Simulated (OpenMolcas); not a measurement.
## S+: CASPT2 settings compared

- Program: OpenMolcas
- Basis: ANO-RCC-VDZP [4s3p1d]
- Scalar Hamiltonian: X2C, point nucleus
- Active space: 3 electrons in 3 orbitals (3p)
- State averaging: 2S+1 = 4 odd, 1 root; 2S+1 = 2 odd, 8 roots kept (CI in the orbitals of an earlier block)
- Spin-orbit coupling: RASSI with atomic mean-field integrals over the reference wave functions, term energies averaged over their components

Methods on the same reference wave functions:
A. CASSCF
B. SS-CASPT2, IPEA 0.2 Eh, sigma1 regulariser 0.2 Eh (closed shells correlated: 3s)
C. SS-CASPT2, IPEA 0.15 Eh, imaginary shift 0.1 Eh (closed shells correlated: 2s 2p 3s)
D. XMS-CASPT2, IPEA 0.75 Eh, no level shift (closed shells correlated: 3s)

Energies in cm-1 above 3s2 3p3 4S* 3/2, the measured ground level; measured values from NIST Handbook of Basic Atomic Spectroscopic Data.

```
          Level      A      B      C      D  Measured
3s2 3p3 4S* 3/2    0.0    0.0    0.0    0.0       0.0
3s2 3p3 2D* 3/2  19334  17600  17650  16350     14853
3s2 3p3 2D* 5/2  19353  17620  17670  16380     14885
3s2 3p3 2P* 1/2  32251  28290  28310  26670     24525
3s2 3p3 2P* 3/2  32275  28320  28340  26700     24572
```

Deviations, from unrounded energies. A percentage is the sum of absolute deviations over the sum of measured energies, with the sign that they share, or ± where signs differ.

| Against measurement | Levels | A | B | C | D |
| --- | --- | --- | --- | --- | --- |
| mean absolute deviation (cm-1) | 4 | 6100 | 3300 | 3300 | 1800 |
| other terms of the ground configuration (%) | 4 | +30.9 | +16.5 | +16.7 | +9.2 |

D lies closest to measurement on these levels and A furthest from it. The largest miss of D in the table is 3s2 3p3 2P* 1/2, by +2100 cm-1. The ranking rests on the paired levels alone, and a cruder setting can come out closer through cancelling errors.

Among B to D the level of the table that moves most is 3s2 3p3 2P* 1/2, by 1600 cm-1 (lowest in D, highest in C). Moves below CASPT2's spread within the term are not significant.

The mean deviations of B to D differ by less than CASPT2's widest spread within a term (2800 cm-1), so their order carries little weight.

From A to B the spin-free energies of the other terms of 3s2 3p3 shown, above 4S*, scale by factors of 0.88 to 0.91.

The lowest spin-free term lies below A's lowest term by 0.071 hartree in B, 0.078 hartree in C, 0.055 hartree in D.

CASPT2 does not keep the components of a term degenerate, so their means are used; among the terms shown or strongly mixed into the levels shown the widest spread is 2800 cm-1 (3s2 3p3 2D*, D). Terms from blocks run as CI alone lack orbitals of their own. With the s shell closed, the reference lacks s² → p² mixing. Without dynamic correlation excited terms often stand tens of per cent too high (terms of higher spin than the ground term too low), and those without a measured partner can miss by more than the paired ones (holds for A). Some terms miss by over 15 % even with CASPT2, which points to a basis or an active space too small for the shells correlated (holds for B; C). Computed and measured levels are paired by configuration, term and J; levels that our copy of the source lacks, or whose pairing is in doubt (as where it misses far off the trend of its configuration), stay unpaired and out of the deviations. Levels of configurations outside the active space are missing.

* marks odd parity.
